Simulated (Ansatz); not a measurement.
A nudged elastic band was laid between two geometries of CH₇GeNS (11 atoms, charge 0, multiplicity 1).

The calculation used RKS PBE-D4/def2-SVP in Ansatz 0.2.0.

```
movable images  : 7
climbing image  : yes
spring          : 5.0 eV/Å²
optimiser       : quadratic models (default)
start path      : through a guess of the saddle point
force threshold : 0.05 eV/Å
iteration limit : 60
end points      : relaxed
```

Initial state:

```xyz
11
Properties=species:S:1:pos:R:3
S -1.597 1.644 -0.589
C 0.165 1.028 -0.817
N 0.404 -0.381 -0.756
Ge 0.387 -1.275 0.878
H -1.672 1.377 0.745
H 0.798 1.553 -0.072
H 0.429 1.434 -1.816
H -0.090 -0.888 -1.499
H -0.995 -1.269 1.604
H 1.426 -0.547 1.768
H 0.809 -2.733 0.574
```

Final state:

```xyz
11
Properties=species:S:1:pos:R:3
S -1.591 1.754 0.277
C 0.002 1.366 -0.322
N 0.221 0.092 -0.868
Ge 0.477 -1.620 0.711
H -2.192 2.153 -0.898
H 0.859 1.781 0.230
H -0.556 -0.247 -1.446
H 1.103 0.007 -1.387
H -0.633 -1.096 1.670
H 1.835 -1.052 1.246
H 0.541 -3.195 0.806
```

(1) Which bonds break or form, and what moves?

(2) What energy profile does the band end with?

(3) What is the geometry of the highest image?

Answers

(1) Bonds broken: C2–H7. Bonds formed: N3–H7.

(2) It converged. The highest image is number 6 of 0 to 8, 3.09 eV above the first end and 0.87 eV above the last; the last end lies 2.22 eV above the first. The profile has 2 maxima (images 2, 6) with wells between them (image 3): this band takes more than one step, which may be the mechanism or a detour left from its start path. Neighbouring images differ by up to 3.0 eV, so the band resolves the path poorly. A vibrational analysis at the climbing image gives one clearly imaginary mode, 1290i cm⁻¹: a first-order saddle point. The orbitals stay closed-shell, which can raise the energy where a bond breaks towards radicals; this wasn't checked here.

```json
{"image": "0", "path coordinate (Å)": "0.00", "energy (eV)": "0.00", "C2–H7 (Å)": "1.11", "N3–H7 (Å)": "2.10"}
{"image": "1", "path coordinate (Å)": "1.40", "energy (eV)": "0.08", "C2–H7 (Å)": "1.11", "N3–H7 (Å)": "2.09"}
{"image": "2", "path coordinate (Å)": "2.80", "energy (eV)": "0.09", "C2–H7 (Å)": "1.11", "N3–H7 (Å)": "2.10"}
{"image": "3", "path coordinate (Å)": "4.19", "energy (eV)": "0.00", "C2–H7 (Å)": "1.11", "N3–H7 (Å)": "2.10"}
{"image": "4", "path coordinate (Å)": "5.59", "energy (eV)": "0.07", "C2–H7 (Å)": "1.11", "N3–H7 (Å)": "2.10"}
{"image": "5", "path coordinate (Å)": "6.99", "energy (eV)": "0.14", "C2–H7 (Å)": "1.11", "N3–H7 (Å)": "2.11"}
{"image": "6", "path coordinate (Å)": "8.39", "energy (eV)": "3.09", "C2–H7 (Å)": "1.45", "N3–H7 (Å)": "1.13"}
{"image": "7", "path coordinate (Å)": "10.19", "energy (eV)": "2.24", "C2–H7 (Å)": "2.04", "N3–H7 (Å)": "1.03"}
{"image": "8", "path coordinate (Å)": "11.99", "energy (eV)": "2.22", "C2–H7 (Å)": "2.04", "N3–H7 (Å)": "1.03"}
```

(3) 
```xyz
11
Properties=species:S:1:pos:R:3:forces:R:3
S -0.842 1.833 0.656 0.00 0.00 0.00
C 0.006 1.351 -0.818 0.00 0.00 0.00
N 0.439 -0.247 -0.751 0.00 0.00 0.00
Ge 0.196 -1.338 0.814 0.00 0.00 0.00
H -2.141 1.637 0.261 0.00 0.00 0.00
H 0.954 1.919 -0.883 0.00 0.00 0.00
H -0.335 0.111 -1.497 0.00 0.00 0.00
H 1.337 -0.382 -1.240 0.00 0.00 0.00
H -1.316 -1.495 1.062 0.00 0.00 0.00
H 0.949 -0.751 2.030 0.00 0.00 0.00
H 0.817 -2.695 0.385 0.00 0.00 0.00
```

The run took 8.4 min on 2 threads of Arm Neoverse V1, with other jobs on the host, peak memory 0.16 GiB.
